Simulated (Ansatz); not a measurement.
BEt3 (C₆H₁₅B): single points at one geometry.

```yaml
crystal:
  periodic: [false, false, false]
  atoms:
    - {symbol: B, position_ang: [0.213026, -0.067892, -0.071350]}
    - {symbol: C, position_ang: [1.766191, -0.033992, -0.384771]}
    - {symbol: C, position_ang: [2.522340, 0.059595, 0.960730]}
    - {symbol: C, position_ang: [-0.568388, 1.295427, 0.117911]}
    - {symbol: C, position_ang: [-1.178714, 1.669434, -1.254703]}
    - {symbol: C, position_ang: [-0.519055, -1.467627, -0.006483]}
    - {symbol: C, position_ang: [-1.936627, -1.548185, 0.567126]}
    - {symbol: H, position_ang: [2.032750, 0.849885, -1.005785]}
    - {symbol: H, position_ang: [2.109649, -0.939010, -0.931507]}
    - {symbol: H, position_ang: [3.621423, 0.108047, 0.815150]}
    - {symbol: H, position_ang: [2.228234, 0.962951, 1.535379]}
    - {symbol: H, position_ang: [2.317660, -0.819273, 1.607895]}
    - {symbol: H, position_ang: [0.104332, 2.117111, 0.446378]}
    - {symbol: H, position_ang: [-1.387222, 1.218030, 0.864990]}
    - {symbol: H, position_ang: [-1.727695, 2.632983, -1.212717]}
    - {symbol: H, position_ang: [-0.396943, 1.772633, -2.036373]}
    - {symbol: H, position_ang: [-1.895480, 0.899855, -1.610504]}
    - {symbol: H, position_ang: [0.159532, -2.197283, 0.494595]}
    - {symbol: H, position_ang: [-0.508039, -1.822741, -1.068574]}
    - {symbol: H, position_ang: [-2.357693, -2.573675, 0.520344]}
    - {symbol: H, position_ang: [-1.961641, -1.233106, 1.631105]}
    - {symbol: H, position_ang: [-2.637640, -0.883166, 0.021165]}
basis:
  gaussian: {orbitals: def2-TZVP, initial_orbitals: start.molden}
hamiltonian: {xc: pbe, dispersion: d4}
scf: {omitted_lower_state_checks: [starts]}
output: {forces: true, orbitals: {seedname: orbitals}}
```

The file start.molden holds the orbitals of an earlier run on this structure, at another level or in another basis.

```sh
$ ansatz run in.yaml --threads 4 --pin off --events-out ev --progress --plain --max-ram 4787MiB
```

It prints (some lines left out):

```
Functional definition: PBE
1909 factors; their error is unknown
mean field evaluation 1: about -7135.4135 eV, gradient 1.0e1 eV
mean field evaluation 2: about -7135.5408 eV, gradient 1.2e-1 eV
mean field evaluation 4: about -7135.4749 eV, gradient 8.9e-4 eV
mean field -7135.47490396 eV, -262.2238661218 hartree, gradient 1.6e-5 eV, S^2 0.000000; 0 other end points of the search recorded, 0 dependent functions left out
reference -7135.47496230 eV, -262.2238682658 hartree; 28, 28 occupied and 279, 279 virtual orbitals, 1909 factors
Total energy: -7135.93744275 eV, -262.2408641088 hartree
Atom 0 at     0.213026    -0.067892    -0.071350 Å, force    -0.013242     0.009429     0.012088 eV/Å
Atom 1 at     1.766191    -0.033992    -0.384771 Å, force    -0.002308    -0.010410    -0.215766 eV/Å
Atom 2 at     2.522340     0.059595     0.960730 Å, force     0.173498     0.027442     0.288682 eV/Å
Atom 3 at    -0.568388     1.295427     0.117911 Å, force     0.028711     0.043152     0.212199 eV/Å
Atom 4 at    -1.178714     1.669434    -1.254703 Å, force    -0.142255     0.091382    -0.297734 eV/Å
Atom 5 at    -0.519055    -1.467627    -0.006483 Å, force     0.218061    -0.110263    -0.137676 eV/Å
Atom 6 at    -1.936627    -1.548185     0.567126 Å, force    -0.263229    -0.001541     0.106649 eV/Å
Atom 7 at     2.032750     0.849885    -1.005785 Å, force    -0.044188    -0.212758     0.153217 eV/Å
Atom 8 at     2.109649    -0.939010    -0.931507 Å, force    -0.068950     0.219617     0.136460 eV/Å
Atom 9 at     3.621423     0.108047     0.815150 Å, force    -0.296227    -0.015345     0.010745 eV/Å
Atom 10 at     2.228234     0.962951     1.535379 Å, force     0.065397    -0.227784    -0.162336 eV/Å
Atom 11 at     2.317660    -0.819273     1.607895 Å, force     0.042017     0.219102    -0.180816 eV/Å
Atom 12 at     0.104332     2.117111     0.446378 Å, force    -0.169146    -0.187454    -0.083044 eV/Å
Atom 13 at    -1.387222     1.218030     0.864990 Å, force     0.192886     0.031703    -0.188354 eV/Å
Atom 14 at    -1.727695     2.632983    -1.212717 Å, force     0.154714    -0.254396     0.017183 eV/Å
Atom 15 at    -0.396943     1.772633    -2.036373 Å, force    -0.189304    -0.028052     0.211362 eV/Å
Atom 16 at    -1.895480     0.899855    -1.610504 Å, force     0.191984     0.191059     0.108059 eV/Å
Atom 17 at     0.159532    -2.197283     0.494595 Å, force    -0.181494     0.154551    -0.095744 eV/Å
Atom 18 at    -0.508039    -1.822741    -1.068574 Å, force    -0.038798     0.058715     0.240519 eV/Å
Atom 19 at    -2.357693    -2.573675     0.520344 Å, force     0.128970     0.252733     0.003707 eV/Å
Atom 20 at    -1.961641    -1.233106     1.631105 Å, force     0.021656    -0.083378    -0.273655 eV/Å
Atom 21 at    -2.637640    -0.883166     0.021165 Å, force     0.191247    -0.167504     0.134256 eV/Å
Dipole moment:     0.012378    -0.000842    -0.019810 e Å
Checks for a lower state left out: starts
```

Run time 6 s (4 threads of Arm Neoverse V1 on a shared host).

First input, but with `correlation: {method: mp2}`, `output: {orbitals: {seedname: orbitals}}` and without the key `hamiltonian` (abridged; 7.5 s):

```
Functional definition: HF
mean field -7094.57975306 eV, -260.7209970459 hartree, gradient 1.9e-6 eV, S^2 0.000000
7 core orbitals not correlated: weight in the atoms' cores, before any rotation towards them, 1.000 or more for the frozen orbitals, at most 0.000 for the correlated occupied ones
second order -30.62292192 eV of doubles, -0.00000000 eV of singles
Total energy: -7125.20267498 eV, -261.8463686695 hartree
Checks for a lower state left out: starts
```

First input, but with `hamiltonian: {xc: pbe0, dispersion: d4}`, `output: {orbitals: {seedname: orbitals}}` (abridged; 8 s):

```
Functional definition: PBE0
mean field -7137.04819513 eV, -262.2816835061 hartree, gradient 2.5e-5 eV, S^2 0.000000
Total energy: -7137.44303377 eV, -262.2961935585 hartree
Checks for a lower state left out: starts
```

Geometry: PBE-D4/def2-SVP.

Correlated methods freeze 7 core orbitals. Another isomer (singlet) lies 0.20 eV lower at PBE0-D4/def2-TZVP; other spin states weren't run for this one.
